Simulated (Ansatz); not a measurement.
Consider the ligand exchange at the Si–N bond: `C[SiH2]N[SiH](O)O` + CH₃OH → `CO[SiH2]C` + `N[SiH](O)O`.

Program: Ansatz. Geometries: PBE0-D4/def2-TZVP. ΔE: electronic, gas phase. CCSD(T)/CBS adds triple-zeta CCSD(T) − MP2 to the extrapolated MP2 energy (def2 sets, frozen cores). This one scheme is used for every species. Functionals use def2-TZVPP. B3LYP here is the variant with VWN-RPA as its local correlation; programs differ in this. One conformer a species, not always the lowest.

```json
{"level": "B3LYP-D4", "ΔE (kJ/mol)": "-35.9"}
{"level": "MP2/CBS(def2)", "ΔE (kJ/mol)": "-34.3"}
```

Problem. What does CCSD(T)/CBS give? (An estimate is asked.)

Solution. Ansatz gave: -33.4 kJ/mol. The listed levels differ from it by -2.5, -0.9 kJ/mol.

Largest T1 diagnostic among the species: 0.011.

The D4 term adds +3.3 kJ/mol with B3LYP and +2.1 kJ/mol with PBE0; it sums over pairs of atoms, weighted by their polarisabilities, and B3LYP, whose exchange is more repulsive, gets the larger term. In def2-TZVPP, CCSD(T) changes the Hartree–Fock value by +6.6 kJ/mol (the triples alone add +0.8 kJ/mol) and MP2 by +5.8 kJ/mol.
